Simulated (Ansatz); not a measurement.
Clusters of 8 atoms, III-V: PBE0-D4/def2-SVP single points in Ansatz on relaxed structures, gas phase. Each cluster is the lowest isomer that a short search found in that spin, judged at the geometry's level, and lower ones may exist. Core potentials for In, Sb, no spin–orbit coupling. HOMO and LUMO are taken over both spins. Binding counts from free atoms in the multiplicity of their measured ground term, without zero-point energy. Singlets are spin-restricted. Levels of anions in sets without diffuse functions are rough. A dash marks a value that wasn't run or was left out as unsound. The structures are stationary points that may keep the symmetry of their start. Remarks come from the PBE and PBE0 runs and from stability tests at other levels; not every state was tested.

```tsv
species	atoms	state	geometry	HOMO (eV)	LUMO (eV)	gap (eV)	binding per atom (eV)	lowest of the spins relaxed	point group (within 0.1 Å)	remarks
Al4As4	8	singlet	PBE0-D4/def2-SVP	-6.55	-3.40	3.15	2.69	–	D2d	–
Ga4As4⁻	8	doublet	r2SCAN-D4/def2-SVP	-1.43	0.17	1.60	–	doublet, of doublet/quartet	–	–
In4As4⁻	8	doublet	PBE-D4/def2-SVP	-1.30	0.20	1.50	–	–	–	–
Al4P4	8	singlet	PBE-D4/def2-SVP	-6.76	-3.51	3.25	2.89	–	D2d	–
Ga4P4	8	singlet	PBE0-D4/def2-SVP	-5.90	-2.89	3.01	2.59	–	D2d	–
Al4Sb4	8	singlet	r2SCAN-D4/def2-SVP	-5.28	-3.59	1.70	2.33	–	–	restricted SCF unstable in HF
```

The gap (eV) runs from 1.50 (In4As4⁻) to 3.25 (Al4P4).
